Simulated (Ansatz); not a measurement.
`[SiH3]O[Si]1(Cl)CO1` + `[OH][Ga]([OH])[OH]` → `[OH][Ga]([OH])[O][SiH3]` + `O[Si]1(Cl)CO1`  (ligand exchange at the Si–O bond)

Calculated with Ansatz (gas phase, PBE0-D4/def2-TZVP geometries, no zero-point term in ΔE). CBS: MP2 limit from def2 TZ/QZ plus the TZ coupled-cluster correction, frozen cores. Functionals use def2-TZVPP. For Ga outer-core shells are correlated without core-valence functions, which leaves a few kJ/mol of doubt a bond. Scalar relativity is left out up to krypton. One conformer a species, not always the lowest.

| species | r2SCAN energy (Eh) |
| --- | --- |
| `[SiH3]O[Si]1(Cl)CO1` | -1230.81616 |
| `[OH][Ga]([OH])[OH]` | -2152.41487 |
| `[OH][Ga]([OH])[O][SiH3]` | -2443.12682 |
| `O[Si]1(Cl)CO1` | -940.10348 |

Task: Work out ΔE.

Result: ΔE = (-2443.12682) + (-940.10348) − (-1230.81616) − (-2152.41487) = 0.00073 Eh = +1.9 kJ/mol. CCSD(T)/CBS gives +4.0 kJ/mol.

Largest T1 diagnostic among the species: 0.014.
